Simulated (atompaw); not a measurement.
**Reading a pseudo-wave (mercury (Hg))**

Columns: radius, all-electron u(r) and pseudo u(r) of the 6s shell (level -23.36 eV) of mercury in the configuration [Kr] 4d10 4f14 5s2 5p6 5d10 6s0 6p0; PBE, scalar-relativistic, PAW (atompaw) scheme, atompaw 4.2.0.5.

```json
{"r (bohr)": "0.073", "all-electron": "0.0263", "pseudo": "-0.1220"}
{"r (bohr)": "0.146", "all-electron": "-0.1616", "pseudo": "-0.2382"}
{"r (bohr)": "0.219", "all-electron": "0.0651", "pseudo": "-0.3427"}
{"r (bohr)": "0.292", "all-electron": "0.2337", "pseudo": "-0.4307"}
{"r (bohr)": "0.365", "all-electron": "0.1992", "pseudo": "-0.4980"}
{"r (bohr)": "0.438", "all-electron": "0.0426", "pseudo": "-0.5416"}
{"r (bohr)": "0.512", "all-electron": "-0.1380", "pseudo": "-0.5597"}
{"r (bohr)": "0.585", "all-electron": "-0.2778", "pseudo": "-0.5512"}
{"r (bohr)": "0.658", "all-electron": "-0.3569", "pseudo": "-0.5176"}
{"r (bohr)": "0.731", "all-electron": "-0.3755", "pseudo": "-0.4609"}
{"r (bohr)": "0.804", "all-electron": "-0.3438", "pseudo": "-0.3843"}
{"r (bohr)": "0.877", "all-electron": "-0.2752", "pseudo": "-0.2918"}
{"r (bohr)": "0.950", "all-electron": "-0.1824", "pseudo": "-0.1881"}
{"r (bohr)": "1.023", "all-electron": "-0.0764", "pseudo": "-0.0779"}
{"r (bohr)": "1.096", "all-electron": "0.0341", "pseudo": "0.0339"}
{"r (bohr)": "1.169", "all-electron": "0.1433", "pseudo": "0.1433"}
{"r (bohr)": "1.242", "all-electron": "0.2467", "pseudo": "0.2467"}
{"r (bohr)": "1.315", "all-electron": "0.3417", "pseudo": "0.3417"}
{"r (bohr)": "1.388", "all-electron": "0.4268", "pseudo": "0.4268"}
{"r (bohr)": "1.462", "all-electron": "0.5021", "pseudo": "0.5021"}
{"r (bohr)": "1.535", "all-electron": "0.5657", "pseudo": "0.5657"}
{"r (bohr)": "1.608", "all-electron": "0.6188", "pseudo": "0.6188"}
{"r (bohr)": "1.681", "all-electron": "0.6621", "pseudo": "0.6621"}
{"r (bohr)": "1.754", "all-electron": "0.6961", "pseudo": "0.6961"}
{"r (bohr)": "1.827", "all-electron": "0.7218", "pseudo": "0.7218"}
{"r (bohr)": "1.900", "all-electron": "0.7398", "pseudo": "0.7398"}
```

**Question.** How many radial nodes do the two functions have?

**Answer.** The all-electron 6s function has n − l − 1 = 5 (the table is too coarse to show those close to the nucleus); the pseudo-wave has 1, since 1 lower shell of the same l stays in the valence.

**Question.** At about which radius was the pseudo-wave matched?

**Answer.** 1.30 bohr. The columns agree to 0.0005 from 1.10 bohr on; several derivatives are matched, so the curves merge somewhat inside the radius.

**Question.** Is the pseudo-wave norm-conserving?

**Answer.** No, it belongs to a PAW set: the norm inside the radius is not constrained, and the difference is carried by the augmentation charge.
